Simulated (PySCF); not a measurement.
**LuSCl: from structure and modes to constants**

These are results of PySCF, PBE, basis Lu def2-SVP with ECP28, S def2-SVP, Cl def2-SVP (scalar-relativistic core potentials, no spin–orbit coupling, density fitting), not measurements.

The singlet minimum has Cs symmetry. Masses (u): Lu 174.94077, S 31.97207, Cl 34.96885.

```xyz
3
charge 0 multiplicity 1, angstrom
Lu    0.0007   -0.3496    0.0000
S     2.0263    0.6702    0.0000
Cl   -1.8514    1.1600    0.0000
```

Harmonic wavenumbers (cm⁻¹): 97.2 (a', ×1), 338.2 (a', ×1), 452.6 (a', ×1).

Question: Find the principal moments of inertia and the rotational constants. What kind of rotor is it?

Answer: About the centre of mass I = 77.014, 256.92, 333.93 u Å². With B = 16.8576/I this gives 0.2189, 0.06562, 0.05048 cm⁻¹. The molecule is an asymmetric top with κ = -0.82.

Question: What is the harmonic zero-point energy?

Answer: Half the sum of all 3 wavenumbers, 888/2 = 444 cm⁻¹, which is 5.3 kJ/mol (1 cm⁻¹ = 0.0119627 kJ/mol).

Question: Find the vibrational entropy and heat capacity at 298.15 K.

Answer: With u = 1.43878 ω/T, each mode gives S = R[u/(eᵘ−1) − ln(1−e⁻ᵘ)] and C = R u² eᵘ/(eᵘ−1)².
```tsv
ω (cm⁻¹)	u	S (J/(mol K))	C (J/(mol K))
97.2	0.469	14.68	8.16
338.2	1.632	5.11	6.69
452.6	2.184	3.30	5.67
```
The sums over all modes are S = 23.1 and C = 20.5 J/(mol K); the softest mode gives 64 % of the entropy.

Other isomers or separated fragments may lie lower.
